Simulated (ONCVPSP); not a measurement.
**What one change does to a pseudopotential (rubidium (Rb), ONCV)**

rubidium (Rb), optimised norm-conserving Vanderbilt (ONCV), made with ONCVPSP 4.0.1 (LDA (Perdew-Zunger), fully relativistic). Core [Ar] 3d10, reference 4s2 4p6 5s0.5 5p0.5. Waves: 4s+5s: rc 2.80 bohr, ncon 4, nbas 7, qcut 5.4 1/bohr, 2 projectors; 4p+5p: rc 3.25 bohr, ncon 4, nbas 7, qcut 4.8 1/bohr, 2 projectors; d scattering state at 0.04 Ha: rc 3.00 bohr, ncon 3, nbas 8, qcut 3.5 1/bohr, 1 projector. Local part: polynomial inside 2.45 bohr (lpopt 5, dvloc0 3 Ha). Core correction: Teter function, fcfact 1.75, rcfact 1.1.

Open shells are filled in proportion to 2j + 1.

Change: reference 4s2 4p6 5s0.5; wave 4p+5p: rc 3.25 bohr, ncon 4, nbas 7, qcut 4.8 1/bohr, 2 projectors becomes 4p: rc 3.25 bohr, ncon 4, nbas 7, qcut 4.8 1/bohr, 2 projectors, debl 3.8 Ha. In the d channel the program set the typed energies aside and used 0.050 Ha (j = l + 1/2; the other j can differ).

Cutoffs: the cutoffs (Ha) at which the residual kinetic energy of the hardest occupied pseudo-wave falls to 1 and 0.1 mHa per electron; they do not see the model core or the augmentation charge, which bear on the density cutoff. Errors are all-electron minus pseudo energies relative to the spin-unpolarised reference configuration.

Problem. What does the change do?

Solution. The potential gets neither clearly harder nor softer (6.5 Ha and 8.5 Ha → 6.5 Ha and 8.5 Ha); the range in which the p3/2 phases agree widens (upper end 2.5 → at the end of the scan); the range in which the p1/2 phases agree widens (upper end 2.4 → at the end of the scan); neither file shows a bound ghost.

```tsv
quantity	base	changed
cutoff, loose	6.5 Ha	6.5 Ha
cutoff, tight	8.5 Ha	8.5 Ha
bound ghosts	none	none
GHOST(+) flags under 300 eV	none	none
largest error over its own tests, meV	-202	+5.5
s: phases at 2.84 bohr within 0.05 rad from the reference energy up to (Ha; the scan ends near 5)	3.1	3.0
p3/2: phases at 3.30 bohr within 0.05 rad from the reference energy up to (Ha; the scan ends near 5)	2.5	to the end of the scan
p1/2: phases at 3.30 bohr within 0.05 rad from the reference energy up to (Ha; the scan ends near 5)	2.4	to the end of the scan
d5/2: phases at 3.04 bohr within 0.05 rad from the reference energy up to (Ha; the scan ends near 5)	0.8	0.7
d3/2: phases at 3.04 bohr within 0.05 rad from the reference energy up to (Ha; the scan ends near 5)	0.7	0.7
rms error of d²Exc/dni dnj with the model core, mHa	5.60	6.50
```

Changed file: These tests converged, but a pseudo level misses the all-electron one widely, so the file describes the atom poorly there or has found another state: 4s2 4p6 5s0 5p1: empty 5s by 3.0 eV; 4s2 4p6 4d1 5s0: empty 5s by 3.1 eV.
